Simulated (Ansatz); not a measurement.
Start from `[SH][Al]([SH])[Cl]` and change one element to get `SB(S)Cl`.

Ansatz, PBE0-D4/def2-TZVP geometries, multiplicity 1. Each molecule was computed in one conformer, which needn't be the lowest.

| property | `[SH][Al]([SH])[Cl]` |
| --- | --- |
| HOMO energy (PBE/def2-TZVPP) / eV | -6.67 |
| HOMO–LUMO gap (B3LYP/def2-TZVPP) / eV | 6.55 |
| zero-point energy (PBE0-D4/def2-TZVP) / kJ/mol | 54.8 |
| HOMO–LUMO gap (PBE0/def2-TZVPP) / eV | 7.06 |
| HOMO energy (ωB97M-V/def2-TZVPP) / eV | -10.03 |
| HOMO–LUMO gap (PBE/def2-TZVPP) / eV | 5.01 |

(1) Give the same properties after the change, and the shifts. (An estimate is asked.)

## Answers

(1) Ansatz gave: 
```
                                      property  `SB(S)Cl`  shift
             HOMO energy (PBE/def2-TZVPP) / eV      -6.58   0.09
         HOMO–LUMO gap (B3LYP/def2-TZVPP) / eV       6.36  -0.19
zero-point energy (PBE0-D4/def2-TZVP) / kJ/mol       66.2   11.4
          HOMO–LUMO gap (PBE0/def2-TZVPP) / eV       6.76  -0.30
         HOMO energy (ωB97M-V/def2-TZVPP) / eV      -9.87   0.16
           HOMO–LUMO gap (PBE/def2-TZVPP) / eV       4.70  -0.31
```

With PBE0 the HOMO rises by 0.12 eV and the LUMO falls by 0.18 eV, so the gap narrows by about 0.30 eV. PBE moves the HOMO by 0.09 eV and ωB97M-V by 0.16 eV.

B3LYP here is the variant with VWN-RPA as its local correlation; programs differ in this.
